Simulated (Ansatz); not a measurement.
C₄H₇Cl, SMILES C(/Cl)=C/CC.

The structure is a stationary point at PBE-D3(BJ)/def2-SVP. The values are those of a single conformer.

Two levels are set side by side: PBE/def2-SVPD (Ansatz, a quantum-chemistry and plane-wave program) and CAM-B3LYP/def2-SVPD (Ansatz). Energy differences of separate SCF runs at the same geometry; the states with an electron removed or added have multiplicity 2 and 2. Differences are taken from unrounded values.

```tsv
quantity	PBE
vertical ionisation energy (eV)	9.15
vertical singlet–triplet gap (eV)	4.09
```

Task: These are the PBE values. What does CAM-B3LYP give? (The exact figures need the calculation; the answer reports its results.)

Result: 
```json
[
 {"quantity": "vertical ionisation energy (eV)", "CAM-B3LYP": "9.41", "PBE minus CAM-B3LYP": "-0.26"},
 {"quantity": "vertical singlet–triplet gap (eV)", "CAM-B3LYP": "4.06", "PBE minus CAM-B3LYP": "0.03"}
]
```
